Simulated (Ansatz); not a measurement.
`BO[SiH2]C` + `C[SeH]` → `C[SiH2][Se]C` + `BO` at 500 K and 1 bar (ligand exchange at the Si–O bond).

Calculated with Ansatz (gas phase, PBE0-D4/def2-TZVP geometries, no zero-point term in ΔE). CCSD(T)/CBS adds triple-zeta CCSD(T) − MP2 to the extrapolated MP2 energy (def2 sets, frozen cores). This one scheme is used for every species. For Se outer-core shells are correlated without core-valence functions, which leaves a few kJ/mol of doubt a bond. Scalar relativity is left out up to krypton. One conformer a species, not always the lowest.

| species | CCSD(T)/CBS energy (Eh) | H − E (kJ/mol) | S (J/(mol·K)) |
| --- | --- | --- | --- |
| `BO[SiH2]C` | -431.39483 | 253.9 | 393.2 |
| `C[SeH]` | -2441.15625 | 142.1 | 299.3 |
| `C[SiH2][Se]C` | -2770.73796 | 290.9 | 433.7 |
| `BO` | -101.80414 | 113.6 | 256.0 |

H − E and S are ideal-gas, rigid-rotor, harmonic terms from PBE0-D4/def2-TZVP, for one conformer and one mirror image of each species. 1 Eh = 2625.50 kJ/mol, R = 8.31446 J/(mol·K).

Question: By hand: ΔE, ΔH, ΔS and ΔG.

Answer: ΔE = (-2770.73796) + (-101.80414) − (-431.39483) − (-2441.15625) = 0.00898 Eh = 23.6 kJ/mol. Δ(H − E) = 290.9 + 113.6 − 253.9 − 142.1 = 8.5, so ΔH = 32.1 kJ/mol. ΔS = 433.7 + 256.0 − 393.2 − 299.3 = -2.8 J/(mol·K). ΔG = 32.1 − 500 × (-2.8)/1000 = 33.5 kJ/mol.

Question: By hand: the equilibrium constant, and the temperature at which ΔG would vanish if ΔH and ΔS stayed fixed.

Answer: log₁₀ K = −ΔG/(RT ln 10) = -3.5. ΔH and −TΔS have one sign here, so there is no such temperature.

The number of gas molecules stays the same, so ΔS is small and ΔH decides. A doubt of 5 kJ/mol in ΔE shifts log₁₀ K by 0.5 here. Other conformers and mirror images would add mixing entropy, several J/(mol·K) or more a flexible species. Modes under 60 cm⁻¹, often nearly free rotors, make the harmonic entropy too high. These are equilibria of isolated gas molecules and say nothing of rates. Largest T1 diagnostic: 0.014 (customary marks: 0.02 for closed shells, 0.045 for open ones).

ΔS is within the doubt of such terms, so its sign, and with it that verdict, could turn.
